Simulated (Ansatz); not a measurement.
A run for Ansatz (a first-principles code): U-PBE0/def2-TZVPP on CrHO (SMILES [OH][Cr]), 2S+1 = 6, a spin state set in the input, which need not be the lowest.

Ansatz 0.2 input:
```yaml
crystal:
  periodic: [false, false, false]
  atoms:
    - {symbol: Cr, position_ang: [-0.93697960, -0.68705159, -0.81956677]}
    - {symbol: O, position_ang: [0.40768592, -0.10191903, 0.27626213]}
    - {symbol: H, position_ang: [0.49612496, 0.83634221, 0.47298501]}
basis:
  gaussian:
    orbitals: def2-TZVPP
hamiltonian:
  xc: {name: PBE0}
magnetization: {spin_polarized: true, initial_magnetization: 5}
output: {forces: true}
```

It printed:

```
WARN ansatz: RAYON_NUM_THREADS=1 ignored (pool sized by the plan → 1); use --threads N
Functional definition: PBE0
integrals: 0.03 GiB planned
721 factors; their error is unknown
mean field: 0.40 GiB planned
mean field evaluation 1: about -30467.6006 eV, gradient 5.5e1 eV
mean field evaluation 2: about -30362.1478 eV, gradient 1.6e2 eV
mean field evaluation 4: about -30476.2554 eV, gradient 2.1e1 eV
mean field evaluation 8: about -30477.6705 eV, gradient 1.7e-1 eV
mean field evaluation 16: about -30477.8455 eV, gradient 3.4e-3 eV
mean field -30477.84546473 eV, -1120.0401622031 hartree, gradient 4.4e-5 eV, S^2 8.772994; 3 other end points of the search recorded, 0 dependent functions left out
the calculation of the forces begins
reference -30477.84549864 eV, -1120.0401634494 hartree; 19, 14 occupied and 90, 95 virtual orbitals, 721 factors
Total energy: -30477.84549864 eV, -1120.0401634494 hartree
Atom 0 at    -0.936980    -0.687052    -0.819567 Å, force     0.149513     0.080464     0.123978 eV/Å
Atom 1 at     0.407686    -0.101919     0.276262 Å, force    -0.103396     0.174594    -0.053842 eV/Å
Atom 2 at     0.496125     0.836342     0.472985 Å, force    -0.046116    -0.255058    -0.070136 eV/Å
Dipole moment:    -0.495958    -0.025027    -0.377748 e Å
```

Self-consistency was reached.

Cost: about 2.6 core-seconds (a rough figure).
